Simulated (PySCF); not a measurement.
TaH₄⁺: from structure and modes to constants

Computed with PBE0 in PySCF with Ta def2-TZVP with ECP60, H def2-TZVP; scalar-relativistic core potentials, no spin–orbit coupling; density-fitted integrals.

The singlet minimum has Td symmetry. Masses (u): Ta 180.94800, H 1.00782.

```xyz
5
charge 1 multiplicity 1, angstrom
Ta    0.0000    0.0000    0.0000
H     0.9995    0.9995    0.9995
H    -0.9995    0.9995   -0.9995
H     0.9995   -0.9995   -0.9995
H    -0.9995   -0.9995    0.9995
```

Harmonic wavenumbers (cm⁻¹): 627.0 (t2, ×3), 784.6 (e, ×2), 2010.4 (t2, ×3), 2021.3 (a1, ×1).

Question: Find the principal moments of inertia and the rotational constants. What kind of rotor is it?

Answer: About the centre of mass I = 8.0543, 8.0543, 8.0543 u Å². With B = 16.8576/I this gives 2.093, 2.093, 2.093 cm⁻¹. The molecule is a spherical top.

Question: What is the harmonic zero-point energy?

Answer: Half the sum of all 9 wavenumbers, 11503/2 = 5751 cm⁻¹, which is 68.8 kJ/mol (1 cm⁻¹ = 0.0119627 kJ/mol).

This need not be the most stable arrangement of these atoms. With an element this heavy the missing spin–orbit coupling can shift these numbers.
